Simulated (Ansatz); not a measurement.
**C5H8AlN: where a starting geometry ends**

The starting geometry of this gas-phase singlet was optimised with GFN2-xTB; its bonds are those of `C=C[C@@H](C#N)[AlH][CH3]`.

```yaml
atoms:
  - { symbol: C, position_ang: [-2.7880, -2.5117, 2.2919] }
  - { symbol: C, position_ang: [-2.0345, -2.6188, 1.2040] }
  - { symbol: C, position_ang: [-0.6993, -1.9724, 1.0751] }
  - { symbol: C, position_ang: [0.0928, -2.4622, -0.0003] }
  - { symbol: C, position_ang: [-0.0604, 1.1420, -0.4778] }
  - { symbol: Al, position_ang: [-1.2252, -0.0358, 0.6058] }
  - { symbol: N, position_ang: [0.7213, -2.8293, -0.8885] }
  - { symbol: H, position_ang: [-3.7548, -2.9788, 2.3624] }
  - { symbol: H, position_ang: [-2.4381, -1.9823, 3.1662] }
  - { symbol: H, position_ang: [-2.3935, -3.1601, 0.3362] }
  - { symbol: H, position_ang: [-0.1270, -2.0347, 2.0092] }
  - { symbol: H, position_ang: [-2.6095, 0.2930, 1.1935] }
  - { symbol: H, position_ang: [-0.4832, 2.1382, -0.6489] }
  - { symbol: H, position_ang: [0.1469, 0.7064, -1.4644] }
  - { symbol: H, position_ang: [0.9202, 1.2900, -0.0067] }
```

**Question.** Where would you expect an optimisation with r2SCAN-D4/def2-SVP to take it?

**Answer.** A new bond forms, giving a structure given below by its coordinates. Distances that change by over a tenth: C1–Al6 (3.38 → 2.25 Å). Contacts that close: C2–Al6 (2.77 → 2.17 Å).

The energy falls by 0.55 eV over 35 steps:

```csv
step,E − E(last) (eV)
1,0.551
5,0.364
9,0.337
12,0.274
16,0.113
20,0.006
24,0.000
27,0.000
31,0.000
35,0.000
```

Final geometry (Å):

```tsv
atom	x (Å)	y (Å)	z (Å)
C	-2.7513	-1.7789	1.5255
C	-1.6480	-2.3283	0.8724
C	-0.3069	-2.2633	1.3622
C	0.7839	-2.7121	0.5641
C	-1.0175	0.6745	-0.5306
Al	-1.1508	-0.2400	1.1831
N	1.6842	-3.0592	-0.0929
H	-3.7212	-1.7704	1.0233
H	-2.7574	-1.6764	2.6168
H	-1.7571	-2.5616	-0.1964
H	-0.1399	-2.2739	2.4482
H	-1.0020	0.3476	2.6426
H	-1.7701	1.4759	-0.6252
H	-1.1485	-0.0032	-1.3901
H	-0.0297	1.1528	-0.6454
```

The end wasn't checked by frequencies. Run with Ansatz 0.2.0, 4.5 min on 2 threads of AMD EPYC (Zen 3), on a shared host.
